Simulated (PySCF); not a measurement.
## EPR parameters of C6H9O3

Species: C6H9O3 (doublet state).
Geometry (GFN2-xTB, Å), atoms numbered from 1 in this order:
```xyz
18
C6H9O3 angstrom
C     -3.3237   -0.2354   -0.3892
C     -2.2752    0.6799    0.1472
C     -0.9885    0.3675    0.2513
O     -0.5061   -0.8645   -0.0847
C      0.8860   -1.0037   -0.1415
C      1.6064    0.0447   -0.8841
C      3.0161    0.1812   -0.7421
O      3.7208   -0.4796    0.0042
O      3.5379    1.1438   -1.5428
H     -3.8059    0.2125   -1.2578
H     -2.8834   -1.1854   -0.6756
H     -4.0929   -0.4109    0.3620
H     -2.5940    1.6583    0.4716
H     -0.2541    1.0740    0.6235
H      1.0561   -1.9895   -0.6021
H      1.3183   -1.0763    0.8730
H      1.0762    0.7123   -1.5419
H      4.4970    1.1774   -1.4120
```

The hyperfine couplings belong to this conformer and change with its torsions.

Identity: `C/C=C\OC[CH]C(=O)O` [radical].

Level of theory: PySCF, UKS B3LYP, pcH-1 on C H O, non-relativistic, mean-field spin-orbit, GIAO. Geometry: GFN2-xTB, one conformer, isolated molecule. The geometry wasn't refined by DFT: couplings that depend on bond lengths, twists or pyramidal angles can differ widely from those at the functional's own minimum. Stability of the SCF solution: not tested.

| Quantity | Value |
| --- | --- |
| g1, g2, g3 | 2.00219, 2.00360, 2.00516 |
| g_iso | 2.00365 |
| Form of g | rhombic: the two nearest values differ by 47 % of g3 − g1 |
| ⟨S²⟩ | 0.7564 (exact 0.7500) |
| HOMO–LUMO gap, α and β orbitals | 6.67, 2.55 eV |
| Total energy | -459.69632 Eh |

Hyperfine couplings atom by atom, in 10⁻⁴ cm⁻¹; T1 to T3 are the principal values of the dipolar part (1 × 10⁻⁴ cm⁻¹ = 2.998 MHz):

```tsv
atom	isotope	a_iso	T1	T2	T3	Mulliken spin population
C1	13C	0.2	-0.1	0.0	0.1	0.00
C2	13C	-0.1	-0.3	0.0	0.3	0.00
C3	13C	0.0	-0.4	0.0	0.4	0.01
O4	17O	-2.1	-0.9	0.4	0.5	0.01
C5	13C	-10.3	-1.0	0.0	1.0	-0.07
C6	13C	23.0	-23.0	-22.8	45.8	0.87
C7	13C	-13.0	-1.7	0.0	1.8	-0.07
O8	17O	-3.9	-18.3	9.1	9.2	0.18
O9	17O	0.5	-3.1	1.3	1.8	0.03
H10	1H	-0.1	-0.1	-0.1	0.3	0.00
H11	1H	0.0	-0.2	-0.2	0.4	0.00
H12	1H	-0.1	-0.1	-0.1	0.2	0.00
H13	1H	0.4	-0.2	-0.2	0.5	0.00
H14	1H	1.3	-1.5	-0.9	2.4	0.00
H15	1H	46.3	-1.9	-0.7	2.6	0.05
H16	1H	31.9	-1.7	-1.1	2.8	0.04
H17	1H	-18.3	-10.9	-0.5	11.4	-0.04
H18	1H	-1.3	-0.9	-0.8	1.8	0.00
```

The Mulliken spin populations are largest on C6 (+0.87), O8 (+0.18), C5 (-0.07) and C7 (-0.07). The positive populations add up to 1.18 and the negative ones to -0.18, together 2S = 1. The angles at C6 add up to 360.0°, so it is planar; its axial dipolar tensor and the negative coupling of its proton fit spin in a p orbital normal to that plane.

Axes: g2 points within 8° of the C5–C6 bond.

Under fast tumbling the dipolar parts average out, and these isotropic splittings remain: 2 × 1H (H15/H16, I = 1/2, 3 lines) with 4.18 mT, 1 × 1H (H17, I = 1/2, 2 lines) with 1.96 mT, 1 × 1H (H14, I = 1/2, 2 lines) with 0.14 mT, 1 × 1H (H18, I = 1/2, 2 lines) with 0.14 mT and 1 × 1H (H13, I = 1/2, 2 lines) with 0.04 mT.

Class means assume fast exchange of nuclei equivalent by connectivity; if that motion is slow, each nucleus keeps its own coupling. The 1H value of +117.2 MHz is a mean of couplings from 95.7 to 138.8 MHz in this one geometry, not an average over conformers.

The 17O coupling of O8 (-11.7 MHz) shows only in satellite lines or after enrichment, since that isotope makes up about 0.038 % of natural oxygen.

The 13C coupling of C6 (68.9 MHz) shows only in satellite lines or after enrichment, since that isotope makes up about 1.07 % of natural carbon.

The spin density at the nucleus, in bohr⁻³, is negative for C7 (-0.0348), C5 (-0.0275) and H17 (-0.0123), for instance. A restricted open-shell determinant has no negative spin density anywhere; here it arises because α and β orbitals differ (spin polarisation).
